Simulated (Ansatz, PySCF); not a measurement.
The pair A = C2H2 (SMILES C#C) (first 4 atoms), B = CH2F2 (SMILES FCF); geometry from B3LYP-D3(BJ)/def2-TZVP.
(charge 0, multiplicity 1):
```xyz
9

C      0.5992     0.0170    -0.6972
C     -0.3521    -0.0636     0.0254
H      1.4373     0.0858    -1.3471
H     -1.1855    -0.1347     0.6829
F     -1.0753     0.1558     3.1391
C      0.2511     0.1283     3.4735
F      0.4881    -1.0070     4.1848
H      0.4626     0.9913     4.1062
H      0.8374     0.1017     2.5547
```

Frozen-core correlation. CBS: X⁻³ extrapolation of the correlation energy, Hartree–Fock from the larger set. MP2 and its Hartree–Fock in aug-cc-pVTZ are density fitted.

Codes used: Ansatz (an electronic-structure program) with Gaussian orbitals; PySCF for the dispersion terms. Each number belongs to the level named beside it.

The monomers are drawn apart, rigid, along the line of their centres of mass. Counterpoise-corrected interaction energies (kcal/mol):

```
level                                                     R = 4.947 Å  R = 5.937 Å
--------------------------------------------------------  -----------  -----------
PBE/def2-TZVPPD                                               -0.7665      -0.2845
PBE-D3(BJ)/def2-TZVPPD                                        -1.0523      -0.3787
wB97M-V/def2-TZVPPD                                           -0.9483      -0.3751
MP2/CBS(aug-cc-pVDZ, aug-cc-pVTZ) + ΔCCSD(T)/aug-cc-pVDZ      -0.9518      -0.3656
```

R is the distance of the centres of mass. Find the local exponent m of E ∝ R⁻ᵐ between the two points.


m = ln(E₁/E₂)/ln(R₂/R₁): PBE/def2-TZVPPD 5.4; PBE-D3(BJ)/def2-TZVPPD 5.6; wB97M-V/def2-TZVPPD 5.1; MP2/CBS(aug-cc-pVDZ, aug-cc-pVTZ) + ΔCCSD(T)/aug-cc-pVDZ 5.2. For scale, two fixed dipoles give m = 3, dipole and quadrupole 4, quadrupoles 5, and dispersion or dipole-induced dipole 6 at long range; at these distances several terms mix, and what is left of overlap and damping shifts m, so it need not match one of them.
